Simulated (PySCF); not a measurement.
SnH3I, SMILES [SnH3][I].

Coordinates come from a B3LYP-D3(BJ)/def2-TZVP optimisation. The def2 effective core potentials stand for the cores of I, Sn; spin–orbit coupling is left out.

Computed with PBE0/def2-TZVPD in PySCF.

Symmetry labels are those of the subgroup Cs that the program uses (full group C3v).

Computed valence orbital energies around the gap with their symmetry:
```
orbital  symmetry  energy (eV)
-------  --------  -----------
HOMO−7         A'       -28.99
HOMO−6         A'       -19.11
HOMO−5         A'       -14.72
HOMO−4         A"        -9.85
HOMO−3         A'        -9.85
HOMO−2         A'        -9.06
HOMO−1         A'        -7.53
HOMO           A"        -7.53
LUMO           A'        -1.54
LUMO+1         A'        -0.36
LUMO+2         A'         0.36
LUMO+3         A"         0.36
```
